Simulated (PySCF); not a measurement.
Compound: C6H11S (charge -1).
Numbering: `[CH2:1]=[CH:2][CH2:3][CH2:4][CH2:5][CH2:6][S-:7]` (hydrogens: H8, H9 on C1; H10 on C2; H11, H12 on C3; H13, H14 on C4; H15, H16 on C5; H17, H18 on C6)

Structure optimised with GFN2-xTB, isolated species.

(1) List the bond lengths, angles and torsions at this level.

Results:

(1) 
```csv
bond,length (Å)
C1=C2,1.329
C2–C3,1.491
C3–C4,1.536
C4–C5,1.526
C5–C6,1.526
C6–S7,1.806
C1–H8,1.078
C1–H9,1.078
C2–H10,1.084
"C3–H11, C3–H12",1.094
"C4–H13, C4–H14",1.094
"C5–H15, C5–H16",1.094
"C6–H17, C6–H18",1.099
```

Bonds in one row agree within 0.01 Å and their mean is given. A selection of angles:
```csv
angle,degrees
C2–C1–H8,122.2
C2–C1–H9,121.5
H8–C1–H9,116.3
C1–C2–C3,125.0
C1–C2–H10,119.7
C3–C2–H10,115.4
C2–C3–C4,111.2
C2–C3–H11,109.7
C4–C3–H11,108.3
C4–C3–H12,109.4
H11–C3–H12,108.1
C3–C4–C5,112.3
C3–C4–H13,109.2
C5–C4–H13,109.1
H13–C4–H14,107.5
C4–C5–C6,112.8
C4–C5–H15,110.0
C6–C5–H15,108.5
H15–C5–H16,107.4
C5–C6–S7,111.3
C5–C6–H17,109.7
S7–C6–H17,108.9
H17–C6–H18,107.9
```

Dihedral angles: C1–C2–C3–C4 116° (anticlinal); C2–C3–C4–C5 179° (antiperiplanar); C3–C4–C5–C6 -178° (antiperiplanar); C4–C5–C6–S7 179° (antiperiplanar). The mirror-image conformer, all signs reversed, is as good.

The 5 C–C bonds span 1.329 Å (C1=C2, drawn double) to 1.536 Å (C3–C4, drawn single), a spread of 0.207 Å. Of the pairs four or more bonds apart, H9···H12 is among the closest relative to their van der Waals radii: 2.44 Å, 102 % of the sum of Bondi's values. C2 (alkene CH carbon) is planar (angles 125.0°, 119.7° and 115.4°, sum 360.0°, 0.01 Å off the plane of its three neighbours). C1 (terminal =CH2 carbon) is planar (angles 122.2°, 121.5° and 116.3°, sum 360.0°, 0.00 Å off the plane of its three neighbours).

Point group: C1 (no symmetry element, even within 0.4 Å). Whether it is a minimum is left open (no frequencies).

These are computed values.
